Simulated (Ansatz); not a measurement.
Steps of a relaxation of ClFH4OSi2 (`F[SiH2]O[SiH2]Cl`) with RKS PBE-D4/def2-SVP.

```sh
$ ansatz run in.yaml --threads 4 --pin off --events-out ev --progress --plain --max-ram 10444MiB
```

```yaml
crystal:
  periodic: [false, false, false]
  atoms:
    - {symbol: F, position_ang: [-1.980000, -1.166400, -0.014600]}
    - {symbol: Si, position_ang: [-0.806000, -0.901400, -1.033600]}
    - {symbol: O, position_ang: [0.447000, -0.332000, -0.179500]}
    - {symbol: Si, position_ang: [0.818600, 0.837700, 0.969000]}
    - {symbol: Cl, position_ang: [2.776600, 0.991300, 1.126400]}
    - {symbol: H, position_ang: [-1.192100, 0.116900, -2.056900]}
    - {symbol: H, position_ang: [-0.425300, -2.183000, -1.675300]}
    - {symbol: H, position_ang: [0.247700, 2.151900, 0.515800]}
    - {symbol: H, position_ang: [0.202100, 0.438800, 2.331600]}
basis:
  gaussian: {orbitals: def2-SVP}
hamiltonian: {xc: pbe, dispersion: d4}
relax: {f_tol: 0.03, max_steps: 200}
```

Positions (Å) and forces (eV/Å) along the path, 16 of 34 steps:

```xyz
9
step=1 energy=-33080.9220 eV
F    -1.980   -1.166   -0.015   -1.804   -0.340    1.229
Si   -0.806   -0.901   -1.034    0.720   -0.026   -1.946
O     0.447   -0.332   -0.179    1.271    0.643    0.952
Si    0.819    0.838    0.969   -2.547   -0.370    0.317
Cl    2.777    0.991    1.126    2.120    0.128    0.173
H    -1.192    0.117   -2.057   -0.227    0.066   -0.008
H    -0.425   -2.183   -1.675    0.066   -0.226   -0.054
H     0.248    2.152    0.516    0.040   -0.022    0.004
H     0.202    0.439    2.332    0.363    0.146   -0.668
9
step=2 energy=-33081.1182 eV
F    -2.033   -1.173   -0.051   -0.978   -0.196    0.657
Si   -0.806   -0.908   -1.045    0.361   -0.032   -1.115
O     0.442   -0.327   -0.156    0.664    0.388    0.532
Si    0.799    0.852    0.983   -0.282   -0.211    0.016
Cl    2.850    0.998    1.147    0.061    0.020   -0.013
H    -1.221    0.111   -2.063   -0.063    0.002    0.022
H    -0.410   -2.203   -1.672    0.052   -0.031    0.025
H     0.236    2.166    0.524    0.072   -0.006    0.020
H     0.232    0.438    2.316    0.114    0.066   -0.144
9
step=4 energy=-33081.1554 eV
F    -2.101   -1.189   -0.091    0.050    0.006   -0.046
Si   -0.812   -0.912   -1.061   -0.021   -0.012    0.038
O     0.437   -0.327   -0.131   -0.054    0.006    0.008
Si    0.799    0.853    0.994    0.022   -0.016   -0.011
Cl    2.860    1.002    1.127   -0.046    0.005   -0.018
H    -1.232    0.109   -2.074    0.009    0.000    0.002
H    -0.375   -2.209   -1.659    0.004    0.008    0.005
H     0.246    2.172    0.545    0.023    0.012   -0.009
H     0.267    0.455    2.332    0.012   -0.009    0.031
9
step=7 energy=-33081.1658 eV
F    -2.214   -1.194   -0.259    0.004    0.010   -0.005
Si   -0.822   -0.918   -1.070   -0.030   -0.070    0.012
O     0.313   -0.354    0.001   -0.006    0.024   -0.001
Si    0.794    0.858    1.038   -0.012   -0.020    0.064
Cl    2.856    1.015    0.951    0.001    0.002   -0.016
H    -1.119    0.105   -2.122    0.023    0.028    0.002
H    -0.334   -2.219   -1.616    0.009    0.020   -0.004
H     0.203    2.171    0.621   -0.003   -0.004   -0.022
H     0.412    0.489    2.438    0.014    0.009   -0.031
9
step=10 energy=-33081.1745 eV
F    -2.289   -1.194   -0.400    0.016    0.001   -0.012
Si   -0.818   -0.920   -1.055   -0.014    0.005    0.013
O     0.213   -0.428    0.152   -0.007    0.003    0.002
Si    0.778    0.847    1.064   -0.020   -0.014   -0.009
Cl    2.822    1.019    0.782    0.015    0.002   -0.013
H    -0.979    0.160   -2.081    0.011    0.004    0.006
H    -0.305   -2.208   -1.607    0.001    0.000   -0.001
H     0.137    2.129    0.623   -0.003   -0.005   -0.003
H     0.528    0.548    2.506    0.002    0.005    0.016
9
step=14 energy=-33081.1790 eV
F    -2.333   -1.153   -0.523    0.051    0.012   -0.010
Si   -0.797   -0.915   -1.029   -0.029    0.042    0.005
O     0.138   -0.516    0.292   -0.038    0.016   -0.032
Si    0.751    0.822    1.079    0.000    0.029   -0.034
Cl    2.759    1.034    0.607    0.010   -0.013   -0.004
H    -0.816    0.218   -2.014    0.005   -0.037    0.037
H    -0.294   -2.200   -1.595    0.011   -0.012    0.005
H     0.046    2.065    0.616   -0.005   -0.036    0.027
H     0.634    0.598    2.550   -0.005   -0.001    0.006
9
step=17 energy=-33081.1823 eV
F    -2.366   -1.122   -0.651    0.040    0.006   -0.017
Si   -0.792   -0.916   -1.034   -0.011   -0.029    0.030
O     0.024   -0.474    0.349   -0.009    0.012   -0.019
Si    0.732    0.834    1.103    0.066   -0.022    0.035
Cl    2.697    1.020    0.448   -0.076    0.006    0.013
H    -0.712    0.176   -2.058    0.003   -0.003    0.003
H    -0.252   -2.228   -1.504   -0.018    0.028    0.009
H     0.004    2.097    0.753    0.013   -0.006   -0.002
H     0.752    0.567    2.576   -0.008    0.008   -0.052
9
step=19 energy=-33081.1830 eV
F    -2.366   -1.091   -0.672   -0.040   -0.005    0.005
Si   -0.784   -0.916   -1.028    0.049    0.011   -0.031
O     0.019   -0.487    0.367   -0.005    0.010    0.008
Si    0.727    0.828    1.107   -0.010   -0.013    0.002
Cl    2.669    1.037    0.406    0.007    0.008    0.006
H    -0.666    0.175   -2.051   -0.003   -0.021    0.011
H    -0.264   -2.237   -1.490   -0.010    0.009    0.006
H    -0.018    2.085    0.767    0.003   -0.007    0.009
H     0.771    0.560    2.576    0.008    0.007   -0.016
9
step=20 energy=-33081.1833 eV
F    -2.378   -1.064   -0.731   -0.002   -0.014   -0.008
Si   -0.780   -0.917   -1.029    0.049    0.000   -0.002
O    -0.031   -0.470    0.392    0.019    0.011   -0.011
Si    0.720    0.831    1.117   -0.015   -0.017    0.017
Cl    2.634    1.043    0.331   -0.063    0.003    0.032
H    -0.608    0.150   -2.068   -0.001   -0.020    0.017
H    -0.254   -2.254   -1.445   -0.037    0.040    0.019
H    -0.041    2.092    0.833    0.035   -0.009    0.003
H     0.825    0.543    2.582    0.015    0.007   -0.068
9
step=22 energy=-33081.1845 eV
F    -2.378   -1.015   -0.765   -0.008    0.002   -0.002
Si   -0.771   -0.918   -1.025    0.010   -0.005   -0.043
O    -0.038   -0.484    0.407    0.023    0.033    0.001
Si    0.710    0.826    1.121   -0.014    0.001    0.027
Cl    2.595    1.081    0.287   -0.005    0.000   -0.003
H    -0.540    0.132   -2.072   -0.003   -0.031    0.032
H    -0.284   -2.276   -1.415   -0.010    0.018    0.007
H    -0.072    2.081    0.870    0.009   -0.018    0.003
H     0.867    0.526    2.576   -0.003    0.001   -0.022
9
step=23 energy=-33081.1849 eV
F    -2.382   -0.941   -0.831    0.107    0.000   -0.019
Si   -0.758   -0.922   -1.024   -0.084   -0.018   -0.051
O    -0.070   -0.478    0.427    0.026    0.027   -0.007
Si    0.698    0.825    1.132    0.001    0.025    0.017
Cl    2.532    1.128    0.196   -0.054   -0.006    0.038
H    -0.437    0.087   -2.090   -0.011   -0.055    0.059
H    -0.313   -2.312   -1.353   -0.025    0.053    0.012
H    -0.115    2.075    0.955    0.034   -0.039    0.010
H     0.933    0.491    2.572    0.006    0.013   -0.059
9
step=26 energy=-33081.1878 eV
F    -2.375   -0.818   -0.858    0.145   -0.008   -0.022
Si   -0.753   -0.939   -1.044   -0.102   -0.015   -0.022
O    -0.025   -0.456    0.373   -0.019   -0.025   -0.015
Si    0.699    0.833    1.140    0.043    0.053    0.042
Cl    2.500    1.273    0.198   -0.057    0.000    0.013
H    -0.354   -0.032   -2.171   -0.015   -0.037    0.034
H    -0.418   -2.380   -1.273   -0.022    0.068    0.008
H    -0.172    2.053    1.071    0.032   -0.042   -0.016
H     0.988    0.419    2.547   -0.004    0.006   -0.022
9
step=31 energy=-33081.1923 eV
F    -2.328   -0.623   -0.935    0.066   -0.010   -0.008
Si   -0.729   -0.947   -1.044   -0.055    0.006   -0.029
O     0.004   -0.496    0.382    0.022    0.042    0.018
Si    0.686    0.819    1.153    0.002   -0.032   -0.003
Cl    2.382    1.425    0.115   -0.031    0.000    0.008
H    -0.182   -0.149   -2.190   -0.009   -0.023    0.034
H    -0.563   -2.423   -1.198   -0.003    0.022    0.004
H    -0.277    1.967    1.179    0.018   -0.010   -0.001
H     1.096    0.381    2.522   -0.009    0.005   -0.023
9
step=32 energy=-33081.1929 eV
F    -2.303   -0.541   -0.977    0.172   -0.044   -0.010
Si   -0.718   -0.949   -1.043   -0.121    0.011   -0.053
O     0.008   -0.514    0.393    0.017    0.057    0.008
Si    0.679    0.812    1.157    0.013   -0.010    0.003
Cl    2.321    1.483    0.068   -0.070   -0.021    0.044
H    -0.103   -0.198   -2.188   -0.033   -0.046    0.062
H    -0.622   -2.437   -1.166   -0.012    0.064    0.001
H    -0.317    1.931    1.231    0.042   -0.030   -0.002
H     1.145    0.366    2.508   -0.007    0.020   -0.053
9
step=33 energy=-33081.1938 eV
F    -2.301   -0.542   -0.983    0.090   -0.021   -0.004
Si   -0.718   -0.949   -1.042   -0.067    0.004   -0.040
O     0.002   -0.512    0.396    0.009    0.046    0.007
Si    0.676    0.811    1.159    0.017   -0.012   -0.003
Cl    2.314    1.482    0.068   -0.025   -0.005    0.009
H    -0.101   -0.201   -2.186   -0.016   -0.028    0.042
H    -0.623   -2.436   -1.166   -0.005    0.034    0.006
H    -0.314    1.935    1.233    0.022   -0.030    0.014
H     1.153    0.365    2.505   -0.025    0.013   -0.032
9
step=34 energy=-33081.1955 eV
F    -2.291   -0.519   -1.016    0.003    0.002   -0.003
Si   -0.718   -0.954   -1.049   -0.010    0.000   -0.016
O    -0.004   -0.490    0.383   -0.008   -0.020    0.007
Si    0.677    0.815    1.164    0.017    0.027    0.003
Cl    2.290    1.519    0.059   -0.007    0.002    0.002
H    -0.074   -0.247   -2.201    0.003   -0.003   -0.004
H    -0.648   -2.443   -1.133    0.000   -0.001    0.006
H    -0.317    1.929    1.285   -0.002    0.000    0.003
H     1.175    0.344    2.491    0.003   -0.007    0.001
```

It took 58 s on 4 threads of an Arm Neoverse N1 on a shared host, with 0.15 GiB of host memory at the peak.
